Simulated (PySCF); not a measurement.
Level of theory: M06-2X/def2-TZVP // B3LYP-D3(BJ)/def2-TZVP in PySCF. Isolated molecules, 0 K electronic values unless said otherwise. Excitations are Tamm–Dancoff values on a coarser integration grid. The basis has no diffuse functions, so Rydberg states are missing or too high.

Reference species (SMILES): `N(C#C)C#C` (neutral, multiplicity 1).

| Item | Value |
|---|---|
| S1 oscillator strength | 0.000 |
| S1 excitation (TDA) | 5.10 eV |
| HOMO | -7.62 eV |

After one change: the S1 oscillator strength is nearly the same; the S1 excitation (TDA) rises by 1.16 eV; the HOMO decreases by 2.21 eV.

Question: Which change was made? The new species is one of these.
(A) `C#CN=C=C`
(B) `N=C=C1C=C1`
(C) `C#CCC#N`
(D) `C=C=CC#N`

Answer: C, `C#CCC#N`
